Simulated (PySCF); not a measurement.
## Electric field gradients and quadrupole coupling constants

Compound: C₅H₁₂O₃Si.
Atom-mapped SMILES: `[CH3:1][CH2:2][O:3][C:4](=[O:5])[C@H:6]([CH3:7])[O:8][SiH3:9]` (hydrogens: H10, H11, H12 on C1; H13, H14 on C2; H15 on C6; H16, H17, H18 on C7; H19, H20, H21 on Si9)

Structure used (GFN2-xTB), in Å, numbered top down from 1:
```xyz
21
C5H12O3Si angstrom
C      3.4077    0.8327    0.3143
C      2.1513    0.6568   -0.5168
O      1.1212    0.1169    0.3250
C     -0.1236    0.2077   -0.1180
O     -0.4432    0.7124   -1.1631
C     -1.1173   -0.4263    0.8407
C     -0.9955   -1.9505    0.7093
O     -2.4038   -0.0075    0.5805
Si    -3.0675    0.5750   -0.7930
H      3.7239   -0.1224    0.7242
H      3.2211    1.5196    1.1354
H      4.2023    1.2323   -0.3089
H      2.3173   -0.0373   -1.3480
H      1.8048    1.6107   -0.9274
H     -0.8533   -0.1248    1.8647
H     -1.7120   -2.4242    1.3750
H     -1.2246   -2.2435   -0.3127
H      0.0092   -2.2726    0.9686
H     -2.8479   -0.2808   -1.9564
H     -4.4501    0.4744   -0.3280
H     -2.7288    1.9682   -1.0657
```

Field gradients from the PBE0/pcSseg-1 density (PySCF, non-relativistic), principal values in atomic units, ordered |Vxx| ≤ |Vyy| ≤ |Vzz|:

| atom | Vxx | Vyy | Vzz |
| --- | --- | --- | --- |
| O3 | -0.5238 | -1.1338 | 1.6576 |
| O5 | 0.6345 | 0.8153 | -1.4498 |
| O8 | -0.5477 | -1.2021 | 1.7498 |

Task: Find the asymmetry η = (Vxx − Vyy)/Vzz and the couplings χ = eQV/h (234.96 MHz × Q in barn × V in au), with Q(17O) = −0.0256 b.

Result: 
```
atom                 environment  nucleus     η  χzz (MHz)  χxx (MHz)  χyy (MHz)
  O3  ester single-bonded oxygen      17O  0.37      -9.97       3.15       6.82
  O5       ester carbonyl oxygen      17O  0.12       8.72      -3.82      -4.90
  O8          silyl ether oxygen      17O  0.37     -10.53       3.29       7.23
```

The tensor is traceless: Vxx + Vyy + Vzz = 0.

Task: What is Vzz at O5 in SI units (1 au = 9.71736 × 10²¹ V/m²)?

Result: -1.4498 au = -14.088 × 10²¹ V/m².

Task: What couplings would deuterons (Q(2H) = 0.00286 b) have in place of the hydrogens, at this geometry?

Result: 
```
atom  bonded to  bond length (Å)  Vzz (au)     η  χzz (kHz)
 H10         C1            1.086    0.3147  0.03        211
 H11         C1            1.087    0.3142  0.03        211
 H12         C1            1.086    0.3165  0.03        213
 H13         C2            1.096    0.2879  0.09        193
 H14         C2            1.095    0.2847  0.10        191
 H15         C6            1.100    0.2792  0.04        188
 H16         C7            1.087    0.3152  0.02        212
 H17         C7            1.088    0.3108  0.03        209
 H18         C7            1.087    0.3139  0.02        211
 H19        Si9            1.461    0.1632  0.07        110
 H20        Si9            1.462    0.1624  0.02        109
 H21        Si9            1.460    0.1638  0.06        110
```

Geometry: GFN2-xTB, one conformer, isolated molecule. GFN2-xTB bond lengths can be off by several hundredths of an ångström, more for odd bonds, and the gradients follow them. A larger basis could move these couplings by a tenth or more.
